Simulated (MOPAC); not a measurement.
MOPAC input (PM3):

```
PM3 FORCE THERMO(298,298) PRECISE LET GEO-OK AUX(PRECISION=9) THREADS=1
H4BO2P

O    -1.10415826 1    1.27954693 1    0.28042454 1
B    -0.37476771 1    0.11339748 1    0.14184009 1
O    -1.31751847 1   -0.87484358 1    0.22843518 1
P     1.37551995 1   -0.28247709 1   -0.37379923 1
H    -0.69664608 1    2.12859039 1    0.23896727 1
H    -2.22157764 1   -0.61216398 1    0.34129786 1
H     2.06562000 1    0.44948897 1    0.49432042 1
H     1.56741002 1   -1.47489562 1    0.16900495 1
```

Output:

```
 *******************************************************************************
 **                                                                           **
 **                              MOPAC v23.2.5                                **
 **                                                                           **
 *******************************************************************************
 ** MOPAC's Digital Object Identifier: https://doi.org/10.5281/zenodo.6511958 **
 **                                                                           **
 ** Please cite the open-source release paper for use of this MOPAC version:  **
 ** J. E. Moussa and J. J. P. Stewart (2026)                                  **
 ** MOPAC: An open-source semiempirical molecular orbital program             **
 ** J. Open Source Softw., 11(119), 8025, https://doi.org/10.21105/joss.08025 **
 *******************************************************************************

                              PM3 CALCULATION RESULTS

 *******************************************************************************
 *  PM3        - The PM3 Hamiltonian to be used
 *  GEO-OK     - OVERRIDE INTERATOMIC DISTANCE AND OTHER SAFETY CHECKS
 *  LET        - OVERRIDE SOME SAFETY CHECKS
 *  PRECISE    - TIGHTER CRITERIA TO BE USED
 *  FORCE      - FORCE CALCULATION SPECIFIED
 *  AUX        - OUTPUT AUXILIARY INFORMATION
 *  THERMO     - THERMODYNAMIC QUANTITIES TO BE CALCULATED
 *******************************************************************************
PM3 FORCE THERMO(298,298) PRECISE LET GEO-OK AUX(PRECISION=9) THREADS=1
 H4BO2P

   ATOM   CHEMICAL          X               Y               Z
  NUMBER   SYMBOL      (ANGSTROMS)     (ANGSTROMS)     (ANGSTROMS)

     1       O         -1.10415826  *   1.27954693  *   0.28042454  *
     2       B         -0.37476771  *   0.11339748  *   0.14184009  *
     3       O         -1.31751847  *  -0.87484358  *   0.22843518  *
     4       P          1.37551995  *  -0.28247709  *  -0.37379923  *
     5       H         -0.69664608  *   2.12859039  *   0.23896727  *
     6       H         -2.22157764  *  -0.61216398  *   0.34129786  *
     7       H          2.06562000  *   0.44948897  *   0.49432042  *
     8       H          1.56741002  *  -1.47489562  *   0.16900495  *

          CARTESIAN COORDINATES

    NO.       ATOM           X           Y           Z

     1         O         -1.1042      1.2795      0.2804
     2         B         -0.3748      0.1134      0.1418
     3         O         -1.3175     -0.8748      0.2284
     4         P          1.3755     -0.2825     -0.3738
     5         H         -0.6966      2.1286      0.2390
     6         H         -2.2216     -0.6122      0.3413
     7         H          2.0656      0.4495      0.4943
     8         H          1.5674     -1.4749      0.1690

  H: (PM3): J. J. P. STEWART, J. COMP. CHEM. 10, 209 (1989).
  B: (PM3): J. J. P. STEWART, J. MOL. MOD., 10, 155-164 (2004)
  O: (PM3): J. J. P. STEWART, J. COMP. CHEM. 10, 209 (1989).
  P: (PM3): J. J. P. STEWART, J. COMP. CHEM. 10, 209 (1989).

           Empirical Formula: H4 O2 B P  =     8 atoms

      MOLECULAR POINT GROUP   :   C1
[...]
 EFFECTIVE MASS     11.9746
 FORCE CONSTANT      5.7292

 VIBRATION         14   14A          ATOM PAIR     ENERGY CONTRIBUTION    RADIAL
 FREQUENCY          1348.83         B 2 -- O 3         +40.3% ( 91.7%)     85.6%
 TRANSITION DIPOLE   2.5804         O 1 -- B 2         +24.8% ( 71.9%)     24.2%
 TRAVEL (Ang.)       0.0960         B 2 -- P 4         +20.6% ( 65.5%)     77.1%
 REDUCED MASS        5.4189         O 1 -- O 3          +7.8% ( 40.4%)     89.7%
 EFFECTIVE MASS     11.8905
 FORCE CONSTANT      5.8086

 VIBRATION         15   15A          ATOM PAIR     ENERGY CONTRIBUTION    RADIAL
 FREQUENCY          1585.84         P 4 -- H 7         +54.5% ( 74.9%)     96.8%
 TRANSITION DIPOLE   0.6606         P 4 -- H 8         +45.3% ( 68.3%)     96.0%
 TRAVEL (Ang.)       0.2911         B 2 -- P 4          +0.1% (  3.5%)     22.2%
 REDUCED MASS        0.5019
 EFFECTIVE MASS      1.2598
 FORCE CONSTANT      0.7437

 VIBRATION         16   16A          ATOM PAIR     ENERGY CONTRIBUTION    RADIAL
 FREQUENCY          1638.80         P 4 -- H 8         +54.6% ( 73.0%)     98.5%
 TRANSITION DIPOLE   0.6745         P 4 -- H 7         +45.0% ( 66.3%)     97.8%
 TRAVEL (Ang.)       0.2852         B 2 -- P 4          +0.2% (  4.5%)      0.3%
 REDUCED MASS        0.5058         B 2 -- O 3          +0.1% (  3.6%)     88.9%
 EFFECTIVE MASS      1.3479
 FORCE CONSTANT      0.8003

 VIBRATION         17   17A          ATOM PAIR     ENERGY CONTRIBUTION    RADIAL
 FREQUENCY          3863.14         O 3 -- H 6         +99.2% (100.0%)     99.9%
 TRANSITION DIPOLE   0.4271         O 1 -- O 3          +0.4% (  6.4%)      2.1%
 TRAVEL (Ang.)       0.1357         B 2 -- O 3          +0.4% (  6.3%)     23.0%
 REDUCED MASS        0.9476
 EFFECTIVE MASS      1.3840
 FORCE CONSTANT      8.3326

 VIBRATION         18   18A          ATOM PAIR     ENERGY CONTRIBUTION    RADIAL
 FREQUENCY          3926.97         O 1 -- H 5         +99.1% (100.0%)     99.9%
 TRANSITION DIPOLE   0.3786         O 1 -- B 2          +0.4% (  6.6%)     32.5%
 TRAVEL (Ang.)       0.1346         O 1 -- O 3          +0.4% (  6.6%)     90.6%
 REDUCED MASS        0.9476
 EFFECTIVE MASS      1.3913
 FORCE CONSTANT      8.6097

      SYMMETRY NUMBER FOR POINT-GROUP C1  =  1

          SYSTEM IS A GROUND STATE

 H4BO2P

          MOLECULE IS NOT LINEAR

          THERE ARE 18 GENUINE VIBRATIONS IN THIS SYSTEM
          THIS THERMODYNAMICS CALCULATION IS LIMITED TO
          MOLECULES WHICH HAVE NO INTERNAL ROTATIONS

                    CALCULATED THERMODYNAMIC PROPERTIES
                                          *
   TEMP. (K)   PARTITION FUNCTION   H.O.F.    ENTHALPY  HEAT CAPACITY ENTROPY
                                   KCAL/MOL   CAL/MOLE    CAL/K/MOL  CAL/K/MOL

 298.00  VIB.     0.8872D+01                  1900.0582    13.6667    10.7140
         ROT.     0.7756D+05                   888.2803     2.9808    25.3545
         INT.     0.6882D+06                  2788.3385    16.6476    36.0685
         TRA.     0.6636D+27                  1480.4672     4.9680    38.9680
         TOT.                     -155.529    4268.8057    21.6156    75.0365

   *: NOTE: HEATS OF FORMATION ARE RELATIVE TO THE
            ELEMENTS IN THEIR STANDARD STATE AT 298K
              (=  Standard Enthalpy of Formation).

            Hvib:  Zero-point energy is not included.
                   frequencies of less than zero cm-1 are not included.
            Hrot = (3/2)RT
            Htra = (3/2)RT + pV = (5/2)RT

            Heat capacity is Cp, not Cv

          For more information, see: HTTP://OpenMOPAC.net/Manual/thermochemistry.html

           FORCE CONSTANT IN CARTESIAN COORDINATES (Millidynes/A)

    ATOM   CHEMICAL       X               Y               Z
   NUMBER   SYMBOL  FORCE CONSTANT  FORCE CONSTANT  FORCE CONSTANT

      1       O        8.514087        7.067876        0.388671
      2       B        7.414597        7.666356        1.337597
      3       O        6.118141        9.809053        0.439363
      4       P        2.314464        2.177585        1.853898
      5       H        2.921868        6.160068        0.152172
      6       H        4.614729        4.168011        0.213645
      7       H        0.381008        0.893115        0.787401
      8       H        1.133440        0.483505        0.469795

 **********************
 *                    *
 * JOB ENDED NORMALLY *
 *                    *
 **********************

 == MOPAC DONE ==
```
